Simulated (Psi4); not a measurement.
A dimer, H4O4Si ··· H4O4Si (SMILES O[Si](O)(O)O and O[Si](O)(O)O); the first 9 atoms form monomer A.

```
18

O      0.5711     1.0841    -1.0833
Si    -0.0004     0.0003     0.0000
O      1.2870    -0.8729     0.5045
O     -0.6855     0.6329     1.3435
O     -1.1743    -0.8429    -0.7651
H     -0.0640     1.4803    -1.6850
H      1.9639    -1.0740    -0.1464
H     -0.0958     0.9121     2.0482
H     -1.8018    -1.3200    -0.2164
O      1.5975    -0.6822    -3.6765
Si     1.8984    -2.1899    -3.1192
O      0.4550    -2.8143    -2.6706
O      2.5369    -3.2338    -4.2041
O      3.0043    -2.0292    -1.9252
H      2.3383    -0.0720    -3.7146
H     -0.1787    -2.2133    -2.2710
H      1.9296    -3.6620    -4.8125
H      3.5000    -2.8133    -1.6764
```

**Question.** What interaction energy does SAPT0/jun-cc-pVDZ, frozen core run with Psi4 give, and which attractive term is the largest?

**Answer.** Total -7.24 kcal/mol: electrostatics -8.53, exchange 5.70, induction -1.72, dispersion -2.70. The most attractive term is electrostatics.
